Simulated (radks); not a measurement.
Spherical quantum dot in the effective-mass picture: electrons in a well V = -V0 / (1 + exp((r - R)/a)) with V0 = 6.01, R = 3.33, a = 0.2, with a point charge +1 (a donor) at the centre, all in effective atomic units (hartree* = m*/eps^2 hartree, bohr* = eps/m* bohr), one dielectric constant everywhere. Method: non-relativistic Kohn-Sham, PBEsol, spin-polarised, spherical densities; computed with a radial shooting solver with Libxc functionals. Levels are named by radial order and angular momentum (1s, 1p, 1d, 2s, ...), and open shells are averaged over m.

N = 12, configuration 1s2 1p6 1d(up 4, down 0). This is the lowest configuration that the search found. Occupied and some empty levels:

level    occupation  eigenvalue (hartree*)  <r> (bohr*)
1s up             1                -1.6128        1.894
1s down           1                -1.5590        1.827
1p up             3                -1.2592        2.270
1p down           3                -1.1809        2.253
1d up             4               -0.81873        2.433
1d down           0               -0.73309        2.426
2s up             0               -0.67400        1.613
2s down           0               -0.64547        1.653
1f up             0               -0.26621        2.555
1f down           0               -0.17731        2.554

Energy (hartree*): total -41.1329, kinetic 9.1487, external -74.347, Hartree 28.800, exchange-correlation -4.7346.

Electron density:

r (bohr*)  n(r) (e/bohr*^3)
0.328                0.1248
0.679               0.08950
1.03                0.08748
1.38                 0.1023
1.73                 0.1221
2.08                 0.1305
2.44                 0.1113
2.79                0.06522
3.14                0.02166
3.49               0.003987
3.84              0.0005327
4.19             0.00006827
4.55              9.078e-06
